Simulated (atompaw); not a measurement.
**Reading a pseudo-wave (tantalum (Ta))**

Columns: radius, all-electron u(r) and pseudo u(r) of the 5p shell (level -40.93 eV) of tantalum in the configuration [Kr] 4d10 4f14 5s2 5p6 5d3 6s1 6p1; PBE, scalar-relativistic, PAW (atompaw) scheme, atompaw 4.2.0.5.

| r (bohr) | all-electron | pseudo |
| --- | --- | --- |
| 0.102 | 0.1790 | 0.0153 |
| 0.204 | 0.1746 | 0.0601 |
| 0.306 | -0.3776 | 0.1311 |
| 0.408 | -0.5132 | 0.2227 |
| 0.510 | -0.2698 | 0.3283 |
| 0.612 | 0.1066 | 0.4402 |
| 0.713 | 0.4569 | 0.5494 |
| 0.815 | 0.7264 | 0.6505 |
| 0.917 | 0.9013 | 0.7358 |
| 1.019 | 0.9934 | 0.8005 |
| 1.121 | 1.0209 | 0.8413 |
| 1.223 | 1.0022 | 0.8570 |
| 1.325 | 0.9529 | 0.8484 |
| 1.427 | 0.8851 | 0.8183 |
| 1.529 | 0.8079 | 0.7705 |
| 1.631 | 0.7275 | 0.7099 |
| 1.733 | 0.6481 | 0.6419 |
| 1.835 | 0.5727 | 0.5714 |
| 1.937 | 0.5025 | 0.5027 |
| 2.038 | 0.4391 | 0.4392 |
| 2.140 | 0.3815 | 0.3815 |
| 2.242 | 0.3302 | 0.3302 |
| 2.344 | 0.2848 | 0.2848 |
| 2.446 | 0.2450 | 0.2450 |
| 2.548 | 0.2104 | 0.2104 |
| 2.650 | 0.1802 | 0.1802 |

How many radial nodes do the two functions have?

The all-electron 5p function has n − l − 1 = 3 (the table is too coarse to show those close to the nucleus); the pseudo-wave has 0, since the states of the same l below it are removed with the core.

At about which radius was the pseudo-wave matched?

2.15 bohr. The columns agree to 0.0005 from 1.94 bohr on; several derivatives are matched, so the curves merge somewhat inside the radius.

Is the pseudo-wave norm-conserving?

No, it belongs to a PAW set: the norm inside the radius is not constrained, and the difference is carried by the augmentation charge.
